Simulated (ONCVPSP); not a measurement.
# Configuration tests for oxygen (O) (ONCV)

O, optimised norm-conserving Vanderbilt (ONCV), made with ONCVPSP 4.0.1 (PBE, scalar-relativistic). Core [He], reference 2s1.5 2p4.5. Waves: 2s: rc 0.85 bohr, ncon 4, nbas 7, qcut 7.3 1/bohr, 1 projector; 2p: rc 1.40 bohr, ncon 4, nbas 7, qcut 8.3 1/bohr, 1 projector. Local part: polynomial inside 0.55 bohr (lpopt 5, dvloc0 2 Ha). Core correction: Teter function, fcfact 2.75, rcfact 1.55.

Energies are relative to the spin-unpolarised reference configuration 2s1.5 2p4.5; without spin polarisation the order of configurations can differ from experiment.

```json
{"valence configuration": "2s2 2p4", "charge": "0", "ΔE all-electron (eV)": "-7.470", "error AE − PS (meV)": "+2.8"}
{"valence configuration": "2s1 2p5", "charge": "0", "ΔE all-electron (eV)": "7.480", "error AE − PS (meV)": "+2.4"}
```

Q: What are ΔE and the potential's error for 2s2 2p3?

A: ΔE = 8.960 eV all-electron; the error (AE − PS) is +46 meV.

Q: What are ΔE and the potential's error for 2s2 2p2?

A: ΔE = 42.546 eV all-electron; the error (AE − PS) is +247 meV.

Levels in the configuration 2s1 2p5:

| level | all-electron (eV) | pseudo (eV) |
| --- | --- | --- |
| 2s | -24.420 | -24.424 |
| 2p | -9.451 | -9.465 |
